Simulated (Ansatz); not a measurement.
Reaction (formal exchange of groups at the Si–O bond): `O[SiH2]PO` + SiH₄ → `OP[SiH2][SiH3]` + H₂O

Calculated with Ansatz (gas phase, PBE0-D4/def2-TZVP geometries, no zero-point term in ΔE). CBS: MP2 limit from def2 TZ/QZ plus the TZ coupled-cluster correction, frozen cores. This one scheme is used for every species. DFT in def2-TZVPP. B3LYP here is the variant with VWN-RPA as its local correlation; programs differ in this. Each species was taken in one conformer, which may not be the lowest.

| level | ΔE (kJ/mol) |
| --- | --- |
| B3LYP-D4 | 84.6 |
| ωB97X-V | 85.6 |
| ωB97M-V | 89.8 |
| CCSD/def2-TZVPP | 87.0 |
| CCSD(T)/def2-TZVPP | 83.8 |
| SCS-MP2/def2-QZVPP | 93.3 |
| HF/CBS(def2) | 109.0 |
| CCSD/CBS(def2) | 83.7 |

(1) What does CCSD(T)/CBS give? (An estimate is asked.)

Largest T1 diagnostic among the species: 0.014.

## Answers

(1) Computed: +80.5 kJ/mol. The listed levels differ from it by 4.1, 5.1, 9.3, 6.5, 3.3, 12.8, 28.5, 3.2 kJ/mol.

In def2-TZVPP, CCSD(T) changes the Hartree–Fock value by −24.7 kJ/mol (the triples alone add −3.2 kJ/mol) and MP2 by −18.9 kJ/mol. From PBE to PBE0 (25 % exact exchange), in def2-TZVPP and without D4, ΔE moves by +4.6 kJ/mol.
